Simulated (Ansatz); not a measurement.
Input and output for CH₂ClFOZn (`O[C](F)(Cl)[ZnH]`).

```yaml
crystal:
  periodic: [false, false, false]
  atoms:
    - {symbol: O, position_ang: [0.366176, 0.122767, 1.399986]}
    - {symbol: C, position_ang: [0.110715, -0.322377, 0.151487]}
    - {symbol: F, position_ang: [0.969495, -1.347013, -0.155223]}
    - {symbol: Cl, position_ang: [-1.566568, -1.114955, 0.098324]}
    - {symbol: Zn, position_ang: [-0.021714, 1.099446, -1.222696]}
    - {symbol: H, position_ang: [0.314003, -0.614759, 2.026818]}
    - {symbol: H, position_ang: [-0.172108, 2.176901, -2.298687]}
basis:
  gaussian: {orbitals: def2-TZVPP}
hamiltonian: {xc: {name: revPBE0}, dispersion: d4}
```

```sh
$ ansatz run in.yaml --threads 4 --pin off --events-out ev --progress --plain --max-ram 10444MiB
```

Output, abridged:

```
Functional definition: revPBE0
1514 factors; their error is unknown
mean field evaluation 1: about -66765.0919 eV, gradient 5.8e1 eV
mean field evaluation 2: about -66759.3081 eV, gradient 9.5e1 eV
mean field evaluation 4: about -66769.5159 eV, gradient 3.3e0 eV
mean field evaluation 8: about -66769.5277 eV, gradient 9.9e-2 eV
mean field evaluation 16: about -66769.6567 eV, gradient 5.8e-5 eV
mean field -66769.65666131 eV, -2453.7396242042 hartree, gradient 5.8e-5 eV, S^2 0.000000; 0 other end points of the search recorded, 0 dependent functions left out
reference -66769.65670277 eV, -2453.7396257279 hartree; 36, 36 occupied and 191, 191 virtual orbitals, 1514 factors
Total energy: -66770.04303046 eV, -2453.7538230087 hartree
```

Run time 2.8 s (4 threads of an Arm Neoverse V1 on a shared host); peak host memory 0.5 GiB.
